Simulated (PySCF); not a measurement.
CBr3, SMILES Br[C+](Br)Br, charge +1. Geometry: B3LYP-D3(BJ)/def2-SVP.

Computed equilibrium geometry at B3LYP-D3(BJ)/def2-SVP (PySCF confirms it by a frequency run) as Cartesian coordinates in Å, and its point group:
point group D3h.
```xyz
4

C      0.0000     0.0000     0.0000
Br     1.8217     0.0000     0.0000
Br    -0.9108     1.5776     0.0000
Br    -0.9108    -1.5776     0.0000
```
Charge +1, spin multiplicity 1.
